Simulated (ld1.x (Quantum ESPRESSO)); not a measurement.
**Pseudopotential generation for Ni: TM, PBE, scalar-relativistic.**

- Element: nickel (Ni)
- Generator: ld1.x (Quantum ESPRESSO) 7.5
- Type: norm-conserving Troullier–Martins (Kleinman–Bylander form)
- Functional: PBE
- Relativity: scalar-relativistic
- Frozen core: [Ne]
- Valence charge: 18
- Reference configuration: 3s2 3p6 3d8 4s1 4p0 (charge +1)
- Partial waves: 3s (bound): rc 0.95 bohr; 3d (bound): rc 0.70 bohr; 3p (bound): rc 0.70 bohr
- Local potential: the p channel
- Core correction: a·sin(br)/r model core, default radius (core density twice the valence density)

Occupied shells without a wave of their own: 4s. They enter only through the test configuration that unscreens the potential, and ld1.x also counts them in the model core charge.

Does the generator finish with these settings?

Yes, a potential is produced.

Estimate the cutoffs (Ry, on a coarse ladder) from which the occupation-weighted sum of valence levels, in a spherical-Bessel basis at the reference potential, stays within 10 and 1 mRy of its value at 400 Ry.

over 300 Ry and over 300 Ry.

What does a ghost test show?

No extra level below or beside the all-electron valence levels (s, d, p, f tested).

Which valence shell sets the plane-wave cutoff?

3d: its level needs over 300 Ry to come within 1 mRy, against 200 Ry for 3s.

Its largest configuration-test error is -854 meV (3s2 3p6 3d6 4s0 4p0). 1 of 7 tests not solved or not reliable.

ld1.x takes every shell without a wave as core, so the model core holds the 4s electrons as well and exchange and correlation see them twice. This cancels in the reference configuration, but the file is broken for other ones, and its errors say nothing about a proper core correction.
